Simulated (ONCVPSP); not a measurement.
**Ranking ONCV potentials for phosphorus (P)**

All share these settings but for the change named:

P, optimised norm-conserving Vanderbilt (ONCV), made with ONCVPSP 4.0.1 (LDA (Perdew-Zunger), non-relativistic). Core [Ne], reference 3s2 3p2 (charge +1). Waves: 3s: rc 1.40 bohr, ncon 3, nbas 8, qcut 4.6 1/bohr, 2 projectors, debl 3.2 Ha; 3p: rc 1.85 bohr, ncon 4, nbas 7, qcut 4.8 1/bohr, 1 projector. Local part: polynomial inside 1.20 bohr (lpopt 5, dvloc0 0 Ha). Core correction: none.

Cutoff: the first of the cutoffs (Ha) at which the residual kinetic energy of the hardest occupied pseudo-wave falls to 1 and 0.1 mHa per electron; the density cutoff is not measured.

The base gives 10 Ha.

Of 8 variants that were run, those that failed, showed a ghost or another fault, or gave nearly equal values are left out.

A variant can come out equal or close to the base.

(1) Rank these variants from softest to hardest (loose cutoff).
A. p: rc 1.28
B. s: qcut 4.2
C. local potential polynomial inside 1.10 bohr (lpopt 5, dvloc0 0 Ha)

Results:

(1) C (10 Ha), B (12 Ha), A (64 Ha).
